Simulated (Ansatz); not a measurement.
Geometry optimisation, RKS B3LYP/def2-SVP in Ansatz.

The input (input.yaml):

```yaml
crystal:
  periodic: [false, false, false]
  atoms:
    - { symbol: O, position_ang: [-2.0395, 0.4624, -0.6041] }
    - { symbol: Sn, position_ang: [-0.2202, 0.9531, -0.1471] }
    - { symbol: Al, position_ang: [1.003, -1.2314, 0.6253] }
    - { symbol: H, position_ang: [-1.9347, -0.2335, -1.2594] }
    - { symbol: H, position_ang: [0.5958, 1.6118, -1.567] }
    - { symbol: H, position_ang: [-0.2052, 2.1498, 1.1474] }
    - { symbol: H, position_ang: [0.2849, -2.6252, 0.6768] }
    - { symbol: H, position_ang: [2.608, -1.1442, 1.0722] }
basis:
  gaussian: { orbitals: def2-SVP }
hamiltonian:
  xc: b3lyp
relax:
  f_tol: 0.02
  max_steps: 40
scf:
  lower_state_search: "off"
```

Command:

```bash
$ ansatz run input.yaml --threads 1 --pin off --max-ram 2048MiB --backend cpu --events-out ev --progress --plain --runs-dir out
```

Question: Where does it end, and by what steps?

Answer: The forces met the threshold. The force dipped under the threshold on the way, but the program's further checks kept it going. After 15 steps the energy has fallen by 0.254 eV; H8 moved furthest, 0.60 Å.

```
step  energy less start (eV)  largest force component (eV/Å)  accepted
   0                  0.0000                           2.180       yes
   1                 -0.2219                           0.665       yes
   2                 -0.2429                           0.264       yes
   3                 -0.2459                           0.184       yes
   4                 -0.2480                           0.056       yes
   5                 -0.2501                           0.012       yes
   6                 -0.2481                           0.204        no
   7                 -0.2515                           0.041       yes
   8                 -0.2517                           0.102       yes
   9                 -0.2526                           0.059       yes
  10                 -0.2529                           0.049       yes
  11                 -0.2533                           0.050       yes
  12                 -0.2539                           0.045       yes
  13                 -0.2541                           0.013       yes
  14                 -0.2543                           0.010       yes
  15                 -0.2544                           0.020       yes
```

```xyz
8
Properties=species:S:1:pos:R:3
O -2.054 0.554 -0.447
Sn -0.087 0.952 -0.210
Al 1.131 -1.283 0.646
H -2.196 -0.208 -1.025
H 0.501 1.585 -1.717
H -0.162 2.257 0.912
H 0.577 -2.691 0.158
H 2.382 -1.223 1.626
```

Time of the run: 50 s on 1 thread of Arm Neoverse V1, with other jobs on the host, peak memory 0.15 GiB.
